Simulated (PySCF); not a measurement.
C5H9BF2.
SMILES with atom numbers: `[CH2:1]=[C:2]([CH3:3])[CH2:4][CH2:5][B:6]([F:7])[F:8]` (hydrogens: H9, H10 on C1; H11, H12, H13 on C3; H14, H15 on C4; H16, H17 on C5)

Method: PBE0-D3(BJ)/def2-SVP geometry optimisation, gas phase in PySCF 2.14.0; density fitting, grid level 1; the optimiser is geomeTRIC in internal coordinates, started from a GFN2-xTB structure with every atom displaced at random (about 0.01 Å).

Geometry at step 1:
```
atom  x, y, z in Å
C1     -0.8043    0.0804   -1.3093
C2     -0.8778    0.1283    0.0246
C3     -2.0852    0.6753    0.7198
C4      0.2560   -0.2937    0.9259
C5      1.4779   -0.8740    0.2200
B6      2.1355    0.0956   -0.8146
F7      2.2235    1.3953   -0.5737
F8      2.5855   -0.3311   -1.9817
H9      0.0751   -0.3406   -1.8322
H10    -1.6215    0.4146   -1.9459
H11    -1.8122    1.5014    1.3961
H12    -2.8252    1.0609   -0.0055
H13    -2.5797   -0.0899    1.3428
H14     0.5534    0.5839    1.5346
H15    -0.1242   -1.0182    1.6631
H16     1.1959   -1.8051   -0.3166
H17     2.2308   -1.1728    0.9724
```

Problem. What forces act on the atoms?

Solution. 
```
atom  Fx (eV/Å)  Fy (eV/Å)  Fz (eV/Å)
  C1      0.496     -0.416     -0.210
  C2      0.129      0.150      0.109
  C3     -0.250      0.118     -0.126
  C4      0.081      0.115      0.014
  C5     -0.145     -0.403     -0.141
  B6     -0.418      0.176      0.158
  F7      0.237     -0.060     -0.086
  F8      0.193      0.073     -0.072
  H9     -0.393      0.182      0.143
 H10     -0.122      0.081     -0.056
 H11      0.026      0.013      0.024
 H12      0.118     -0.103      0.175
 H13      0.042     -0.020     -0.016
 H14     -0.033     -0.044     -0.107
 H15     -0.100     -0.087      0.056
 H16      0.136      0.179      0.183
 H17      0.005      0.045     -0.048
```

The largest, 0.68 eV/Å, acts on C1; the rms over all components is 0.177 eV/Å. The forces sum to zero within rounding, as they must for an isolated molecule in no field.

Problem. Give the force on C1 in Eh/bohr and in nN.

Solution. 0.680 eV/Å ÷ 51.422 = 0.01323 Eh/bohr, and 0.680 eV/Å × 1.602 = 1.09 nN.

Problem. How far is this geometry from the end of the optimisation?

Solution. 0.035 eV above it, and 0.121 Å rms away after alignment. The bonds farthest from their final lengths, with half the difference of the two atoms' forces along the bond (positive lengthens):

| bond | now (Å) | final (Å) | force along bond (eV/Å) |
| --- | --- | --- | --- |
| C1–H9 | 1.106 | 1.093 | -0.55 |
| C5–H16 | 1.111 | 1.101 | -0.36 |
| C3–H12 | 1.106 | 1.099 | -0.26 |
| C1–H10 | 1.088 | 1.093 | +0.26 |
| C4–H15 | 1.101 | 1.105 | +0.11 |
| C4–H14 | 1.109 | 1.105 | -0.11 |

The angle farthest from its final value is B6–C5–H17, 109.4° against 106.9°.

Of the 2 listed bonds off by 0.010 Å or more, this force points towards the final length in 2.

What follows is the cost of the whole optimisation. Time: 1.9 min wall; peak memory 0.65 GiB. Hardware: one thread, Arm Neoverse V2 (aarch64), shared host with 96 logical CPUs at a one-minute load of 82.
